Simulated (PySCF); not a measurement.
Si(OMe)(SiH3) (CH6OSi2), SMILES CO[Si][SiH3] (connectivity only; charge and spin as stated), neutral, multiplicity 1. Atoms are numbered in the order given.

```xyz
10

Si     0.9790    -0.1292     0.0000
O     -0.4070    -1.0791     0.0000
C     -0.4311    -2.4937     0.0000
H     -0.9699    -2.8505    -0.8928
H     -0.9699    -2.8505     0.8928
H      0.5868    -2.9268     0.0000
Si    -0.3290     1.9233     0.0000
H      0.5166     3.1591     0.0000
H     -1.2101     1.9734    -1.2108
H     -1.2101     1.9734     1.2108
```
Charge 0, spin multiplicity 1.

The structure is a stationary point at B3LYP-D3(BJ)/def2-SVP. The structure was generated by enumeration; whether it is a known compound was not checked. The values are those of a single conformer.

Method: B3LYP-D3(BJ)/def2-SVP in PySCF.

Frequencies are harmonic and unscaled.

Computed harmonic wavenumbers and intensities:
| mode | ν (cm⁻¹) | IR (km/mol) | Raman (Å⁴/amu) | depolarisation | moving atoms (share of kinetic energy) |
|---|---|---|---|---|---|
| 1 | 63 | 0.1 | 0.2 | 0.75 | H 90 % |
| 2 | 118 | 0.0 | 1.9 | 0.71 | Si 44 %, H 24 %, C 21 %, O 11 % |
| 3 | 136 | 0.0 | 0.1 | 0.75 | H 79 % |
| 4 | 165 | 1.7 | 0.4 | 0.75 | O 49 %, H 39 %, C 10 % |
| 5 | 265 | 6.2 | 12.8 | 0.21 | O 37 %, Si 23 %, C 21 %, H 20 % |
| 6 | 387 | 31.4 | 10.4 | 0.75 | H 87 %, Si 11 % |
| 7 | 397 | 25.6 | 28.1 | 0.33 | Si 75 %, H 20 % |
| 8 | 497 | 31.6 | 11.2 | 0.65 | H 68 %, Si 26 % |
| 9 | 744 | 47.7 | 13.9 | 0.38 | Si 40 %, O 36 %, C 16 %, H 9 % |
| 10 | 863 | 273.1 | 3.3 | 0.70 | H 89 %, Si 10 % |
| 11 | 934 | 44.5 | 31.2 | 0.75 | H 97 % |
| 12 | 947 | 36.1 | 36.6 | 0.75 | H 97 % |
| 13 | 1117 | 235.7 | 7.2 | 0.75 | O 48 %, C 37 %, H 13 % |
| 14 | 1174 | 1.0 | 1.3 | 0.75 | H 76 %, C 19 % |
| 15 | 1198 | 38.7 | 2.1 | 0.66 | H 63 %, C 20 %, O 16 % |
| 16 | 1463 | 2.0 | 23.7 | 0.75 | H 96 % |
| 17 | 1464 | 11.4 | 5.0 | 0.60 | H 88 %, C 11 % |
| 18 | 1474 | 10.1 | 31.0 | 0.66 | H 97 % |
| 19 | 2173 | 77.5 | 238.0 | 0.01 | H 99 % |
| 20 | 2185 | 108.8 | 117.9 | 0.75 | H 96 % |
| 21 | 2190 | 131.9 | 144.9 | 0.63 | H 96 % |
| 22 | 2995 | 72.5 | 160.7 | 0.03 | H 97 % |
| 23 | 3085 | 23.4 | 98.4 | 0.42 | H 91 %, C 9 % |
| 24 | 3107 | 21.1 | 112.2 | 0.75 | H 90 %, C 10 % |
